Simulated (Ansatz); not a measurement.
Be9O9⁺. Total charge 1; doublet. Geometry r2SCAN-D4/def2-SVP, that of the neutral singlet; atoms count from 1.

```xyz
18

Be    0.680    2.550   -3.023
Be    0.383    0.003   -3.985
Be   -0.101   -2.541   -3.085
Be   -0.556   -1.359    3.730
Be   -0.537   -3.898   -0.745
Be   -0.715   -3.433    1.949
Be    0.332    3.426    2.037
Be   -0.144    1.350    3.763
Be    0.657    3.903   -0.642
O    -0.353   -3.558   -2.118
O    -0.702   -2.649    3.140
O     0.739    3.569   -2.026
O     0.157   -1.403   -3.906
O    -0.385   -0.004    4.143
O     0.104    2.639    3.205
O     0.545    4.051    0.773
O     0.589    1.410   -3.875
O    -0.694   -4.054    0.665
```

The structure comes from a short search, and lower isomers may exist.

(1) Estimate the Mulliken populations from the PBE0/def2-TZVP orbitals of Ansatz.

(2) Where does the spin sit?

(3) And the Mayer bond orders between heavy atoms (over 0.3)?

Answers

(1) 
| atom | charge (e) | spin (α − β) |
| --- | --- | --- |
| Be1 | 0.13 | -0.02 |
| Be2 | 0.12 | -0.01 |
| Be3 | 0.12 | -0.01 |
| Be4 | 0.13 | -0.02 |
| Be5 | 0.12 | -0.01 |
| Be6 | 0.13 | -0.02 |
| Be7 | 0.13 | -0.02 |
| Be8 | 0.13 | -0.02 |
| Be9 | 0.13 | -0.02 |
| O10 | -0.02 | 0.09 |
| O11 | -0.01 | 0.14 |
| O12 | -0.01 | 0.14 |
| O13 | -0.02 | 0.09 |
| O14 | -0.01 | 0.14 |
| O15 | -0.01 | 0.14 |
| O16 | -0.01 | 0.14 |
| O17 | -0.02 | 0.13 |
| O18 | -0.02 | 0.13 |
Mulliken values depend strongly on the basis.

(2) Summed by element: Be -0.15, O 1.15, of 1 unpaired in all. Largest on single atoms: O16 0.14, O11 0.14, O14 0.14.

(3) Be1–O12 1.28 (1.43 Å); Be1–O17 1.31 (1.43 Å); Be2–O13 1.32 (1.43 Å); Be2–O17 1.28 (1.43 Å); Be3–O10 1.30 (1.43 Å); Be3–O13 1.30 (1.43 Å); Be4–O11 1.30 (1.43 Å); Be4–O14 1.29 (1.43 Å); Be5–O10 1.32 (1.43 Å); Be5–O18 1.28 (1.43 Å); Be6–O11 1.28 (1.43 Å); Be6–O18 1.31 (1.43 Å); Be7–O15 1.29 (1.43 Å); Be7–O16 1.29 (1.43 Å); Be8–O14 1.29 (1.43 Å); Be8–O15 1.29 (1.43 Å); Be9–O12 1.30 (1.43 Å); Be9–O16 1.29 (1.43 Å).
